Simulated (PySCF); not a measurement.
C2H5S (SMILES [CH2]SC), doublet, at a GFN2-xTB geometry. Base run: PySCF with PBE0/STO-3G.

PySCF was given this input:
```python
from pyscf import gto, scf, dft

mol = gto.Mole()
mol.atom = '''
    C     0.005961    1.318105   -0.607329
    S    -0.171148    0.115116    0.583727
    C     0.222020   -1.373632   -0.385197
    H     0.710619    1.157904   -1.399658
    H    -0.226497    2.316277   -0.297022
    H     0.132268   -2.225304    0.280552
    H    -0.483491   -1.459379   -1.206035
    H     1.237578   -1.298185   -0.762312
'''
mol.basis = 'sto-3g'
mol.charge = 0
mol.spin = 1
mol.verbose = 4
mol.build()

mf = dft.UKS(mol)
mf.xc = 'pbe0'
mf.kernel()
```

Each row names what was changed in the base input (with any setting that the change needs).

```
change                                                                            ΔE vs base (mEh)  SCF cycles  <S^2>        outcome
--------------------------------------------------------------------------------  ----------------  ----------  -----  -------------
base                                                                                         0.000          10  0.753      converged
level_shift = 1.0 (with mf.max_cycle = 100)                                                  0.000          26  0.753      converged
level_shift = 0.3 (with mf.max_cycle = 100)                                                  0.000          15  0.753      converged
solver = newton                                                                              0.000           -  0.753      converged
DIIS = EDIIS                                                                                 0.000          38  0.753      converged
level_shift = 0.1 (with mf.max_cycle = 100)                                                  0.000          10  0.753      converged
damp = 0.5; diis_start_cycle = 5                                                             0.000          11  0.753      converged
init_guess = mod_huckel                                                                      0.000          10  0.753      converged
diis = off; damp = 0.3 (with mf.diis_start_cycle = 200; with mf.max_cycle = 150)             0.000          16  0.753      converged
diis = off (with mf.max_cycle = 100)                                                             -         100      -  not converged
init_guess = vsap                                                                            0.000          10  0.753      converged
solver = newton; init_guess = 1e                                                             0.000           -  0.753      converged
init_guess = sap                                                                             0.000          10  0.753      converged
```

Open shells are given as the SCF converged; they aren't shown to be the lowest states, and a large step between rows can be another state.
